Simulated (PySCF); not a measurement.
## Gas-phase XPS of Al(AsH3)F3, computed

Compound: Al(AsH3)F3.
Z-matrix (Å and degrees, PBE0-D3(BJ)/def2-SVP geometry), rows numbered from 1:
```
Al
As  1  2.5725
H   2  1.5055  1  118.45
H   2  1.5053  1  120.06  3  -121.30
H   2  1.5056  1  117.33  3   118.53
F   1  1.6624  2  100.08  3    58.91
F   1  1.6640  2   97.35  3   -61.00
F   1  1.6627  2   98.54  3   178.99
```

Method used: delta-SCF UKS SCAN, pcX-2 on the ionised atom, pcseg-1 elsewhere, spin-free X2C (PySCF). Binding energies are ΔSCF values: E(core-ionised, relaxed orbitals) − E(ground state) at a fixed geometry, referred to the vacuum level.

Problem. What binding energy does each computed site have?

Solution. 
| atom(s) | environment | level | binding energy (eV) | count |
| --- | --- | --- | --- | --- |
| Al1 | aluminium bonded to As and 3 F | Al 1s | 1568.25 | 1 |
| F6/F7/F8 | fluorine bonded to Al | F 1s | 691.50 | 3 |

Problem. Which photon energy gives electrons from F 1s of F6/F7/F8 a kinetic energy of 200 eV, and what is their de Broglie wavelength?

Solution. hν = 691.50 + 200 = 891.50 eV, recoil neglected; λ = 12.264 Å/√(E/eV) = 0.87 Å.

One atom of each set of topologically equivalent atoms was ionised and stands for the set; in this conformer not all members are related by symmetry, and their own values weren't computed. No level of arsenic is listed. Geometry: PBE0-D3(BJ)/def2-SVP; no solvent, vibrations or thermal averaging.
